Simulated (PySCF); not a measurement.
**I²⁺ (iodine, charge +2) across methods**

[Kr] 4d10 5s2 5p3, high-spin 4S determinant. All numbers are calculated (PySCF 2.14, the spin-free X2C one-electron Hamiltonian (Gaussian nucleus), in x2c-QZVPPall). The B2PLYP total includes its PT2 part (frozen core); its orbital energies are those of the SCF part.

| method | E (hartree) | mean ε 5s α (eV) | mean ε 5s β (eV) | mean ε 5p α (eV) | Σ⟨r²⟩ (bohr²) | ⟨S²⟩ |
| --- | --- | --- | --- | --- | --- | --- |
| r2SCAN | -7114.60 | -37.855 | -34.339 | -26.003 | 41.58 | 3.751 |
| PBE0 | -7114.24 | -39.282 | -35.523 | -26.912 | 41.58 | 3.751 |
| r2SCANh | -7114.59 | -38.685 | -34.788 | -26.508 | 41.58 | 3.751 |
| B2PLYP | -7113.90 | -41.408 | -36.447 | -28.020 | 41.76 | 3.751 |
| PW91 | -7115.15 | -37.014 | -34.554 | -25.539 | 41.58 | 3.751 |
| PBE | -7114.16 | -36.940 | -34.456 | -25.488 | 41.60 | 3.751 |
| LDA | -7108.08 | -37.112 | -35.002 | -25.566 | 41.55 | 3.750 |

Problem. Estimate the same row for UHF.

Solution. E (hartree) = -7111.75437; mean ε 5s α (eV) = -45.285; mean ε 5s β (eV) = -37.270; mean ε 5p α (eV) = -30.327; Σ⟨r²⟩ (bohr²) = 41.97; ⟨S²⟩ = 3.752.
